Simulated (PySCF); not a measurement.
Job file and geometry (Å, from GFN2-xTB) of an NMR shielding run on SMILES COCS[SiH2]S[SiH3], C2H10OS2Si2, PySCF 2.14.0, density-fitted response routines, GIAO PBE0/pcSseg-1 NMR shielding, non-relativistic, gas phase; density fitting, a coarse starting grid and PySCF grid level 2 are the driver's defaults:

```
$ OMP_NUM_THREADS=1 python probes_run.py task.json out

{"job": {"kind": "nmr", "xc": "PBE0", "basis": "pcSseg-1"}, "charge": 0, "multiplicity": 1}
C     -2.550742     0.532750     0.953008
O     -2.192575    -0.582852     0.165609
C     -1.729400    -0.256246    -1.094502
S     -0.005146     0.362394    -1.056026
Si     0.619025    -1.056525     0.435474
S      2.746918    -1.231532     0.482035
Si     3.573235     0.603906    -0.301466
H     -2.837481     0.142635     1.926630
H     -1.709010     1.223602     1.064835
H     -3.393826     1.067433     0.503830
H     -2.329353     0.519049    -1.582217
H     -1.738079    -1.169060    -1.690486
H      0.121230    -2.364391     0.056221
H      0.179626    -0.583379     1.740233
H      3.064018     0.792402    -1.649894
H      4.996754     0.321502    -0.249824
H      3.177808     1.690341     0.585554
```

Task: What does the program print?

Result: 
```
coarse grid: 15960 points
cycle   1  E = -1531.9741897283  dE =  5.699e-01  |g| = 5.399e-01  |ddm| = 3.694e+00
cycle   2  E = -1531.9331784771  dE =  4.101e-02  |g| = 7.332e-01  |ddm| = 1.151e+00
cycle   3  E = -1532.0346369337  dE = -1.015e-01  |g| = 8.885e-02  |ddm| = 6.618e-01
cycle   4  E = -1532.0359666477  dE = -1.330e-03  |g| = 3.718e-02  |ddm| = 1.252e-01
cycle   5  E = -1532.0362784341  dE = -3.118e-04  |g| = 6.584e-03  |ddm| = 4.807e-02
cycle   6  E = -1532.0362874644  dE = -9.030e-06  |g| = 2.733e-03  |ddm| = 9.366e-03
final grid: 134688 points
cycle   7  E = -1532.0903937063  dE = -2.553e-05  |g| = 1.035e-02  |ddm| = 2.465e-02
cycle   8  E = -1532.0903789114  dE =  1.479e-05  |g| = 1.390e-02  |ddm| = 1.682e-02
cycle   9  E = -1532.0904128184  dE = -3.391e-05  |g| = 1.486e-03  |ddm| = 9.403e-03
cycle  10  E = -1532.0904132642  dE = -4.459e-07  |g| = 1.611e-04  |ddm| = 1.577e-03
cycle  11  E = -1532.0904132710  dE = -6.801e-09  |g| = 5.980e-05  |ddm| = 2.919e-04
cycle  12  E = -1532.0904132720  dE = -9.491e-10  |g| = 1.918e-05  |ddm| = 8.868e-05
converged SCF energy = -1532.0904132720

GIAO shielding tensors (ppm)
atom      isotropic    diamagn.    paramagn.     s11        s22        s33       span
  0 C      130.299     246.987    -116.689     92.573    114.950    183.373     90.801
  1 O      290.468     397.584    -107.116    228.799    308.333    334.272    105.472
  2 C      109.180     250.017    -140.838     67.189    105.669    154.681     87.493
  3 S      646.854    1061.382    -414.528    411.378    625.003    904.182    492.804
  4 Si     365.438     879.963    -514.525    335.536    367.207    393.571     58.035
  5 S      833.231    1060.102    -226.870    786.511    817.574    895.610    109.098
  6 Si     408.053     879.593    -471.541    374.964    400.692    448.501     73.537
  7 H       28.245      29.096      -0.851     24.453     25.700     34.581     10.128
  8 H       27.666      31.401      -3.735     23.325     27.727     31.947      8.622
  9 H       28.782      28.371       0.412     24.751     26.072     35.523     10.772
 10 H       27.390      31.110      -3.720     21.390     26.811     33.968     12.578
 11 H       26.229      30.613      -4.384     19.728     26.861     32.098     12.370
 12 H       26.290      30.068      -3.778     21.535     26.087     31.247      9.712
 13 H       26.335      30.945      -4.609     20.390     27.271     31.344     10.954
 14 H       26.943      29.813      -2.871     22.427     26.907     31.494      9.067
 15 H       27.103      28.181      -1.077     22.943     24.734     33.633     10.691
 16 H       27.000      29.618      -2.619     23.201     25.060     32.738      9.537
```

Task: Turn these shieldings into chemical shifts. Referencing at the same level of theory: 13C (186.93 ppm), 29Si (349.16 ppm), 1H (31.72 ppm) vs TMS; 17O (336.08 ppm) vs H2O; 33S (503.73 ppm) against CS2.

Result: Averaging equivalent atoms: C 2: 77.7; C 0: 56.6; O 1: 45.6; S 3: -143; S 5: -330; Si 4: -16.3; Si 6: -58.9; H 12/13: 5.40; H 10/11: 4.91; H 14/15/16: 4.70; H 7/8/9: 3.49 ppm. Experimental scales use liquid or dissolved standards, which lie at an offset from isolated H2O (liquid H2O: subtract about 36 ppm).

Size and cost of the density-fitted run: 197 basis functions, 80 s wall time on 1 thread of an Arm Neoverse N1, shared host; peak memory 0.89 GiB.
